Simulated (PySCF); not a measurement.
CH$_{2}$NO (SMILES N=C=[OH+]), charge +1, singlet, geometry from GFN2-xTB, with bond 4-1 at 2.0 times its length. Base run: HF/cc-pVDZ (PySCF).

Input for PySCF:
```python
from pyscf import gto, scf

mol = gto.Mole()
mol.atom = '''
    N     1.188749    0.158294   -0.121577
    C     0.055121    0.003601    0.009118
    O    -1.141187   -0.131682    0.036693
    H     3.137573    0.460030   -0.487530
    H    -1.685639   -0.385367    0.807339
'''
mol.basis = 'cc-pvdz'
mol.charge = 1
mol.spin = 0
mol.verbose = 4
mol.build()

mf = scf.RHF(mol)
mf.kernel()
```

Variants of this job, named by their change:

```csv
change,ΔE vs base (mEh),SCF cycles
base,0.000,11
diis_space = 2,0.000,18
conv_tol_grad = 1e-7,0.000,16
level_shift = 1.0 (with mf.max_cycle = 100),0.000,27
conv_tol = 1e-6,0.000,8
level_shift = 0.1 (with mf.max_cycle = 100),0.000,12
init_guess = atom,0.000,11
init_guess = sap,0.000,11
DIIS = ADIIS,0.000,19
conv_tol = 1e-7,0.000,10
conv_tol = 1e-12,0.000,15
init_guess = huckel,0.000,12
diis_space = 4,0.000,12
```
